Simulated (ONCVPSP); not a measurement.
**revPBE ONCV dataset for iridium (Ir), fully relativistic all-electron reference.**

Ir (Z = 77), optimised norm-conserving Vanderbilt (ONCV), made with ONCVPSP 4.0.1 (revPBE, fully relativistic). Core [Kr] 4d10 4f14, reference 5s2 5p6 5d7 6s2. Waves: 5s+6s: rc 1.60 bohr, ncon 4, nbas 9, qcut 9.3 1/bohr, 2 projectors; 5p: rc 1.60 bohr, ncon 5, nbas 8, qcut 8.1 1/bohr, 3 projectors, debl 1.4 Ha; 5d: rc 1.40 bohr, ncon 4, nbas 9, qcut 6.8 1/bohr, 2 projectors, debl 2.3 Ha; f scattering state at 0.38 Ha: rc 1.40 bohr, ncon 4, nbas 8, qcut 8 1/bohr, 2 projectors, debl 3.9 Ha. Local part: polynomial inside 0.95 bohr (lpopt 5, dvloc0 4 Ha). Core correction: none.

Open shells are filled in proportion to 2j + 1.

In the p channel the program set the typed energies aside and used -1.871, 0.250, 1.650 Ha (j = l + 1/2; the other j can differ).

* Cutoffs needed: 28 Ha and 36 Ha (the cutoffs (Ha) at which the residual kinetic energy of the hardest occupied pseudo-wave falls to 1 and 0.1 mHa per electron) The cutoffs count occupied waves only; projector 2 of the f channel, the hardest unoccupied one, needs 182 Ha at the loose tolerance.
* Ghost test: no bound ghost flagged; GHOST(+) flagged for f7/2 at 18.8 eV, f5/2 at 21.4 eV, s at 79.4 eV, p3/2 at 578.3 eV
* Largest excitation error: +2.9 meV (all-electron minus pseudo) for 5s2 5p6 5d6 6s0, out of 4 test configurations
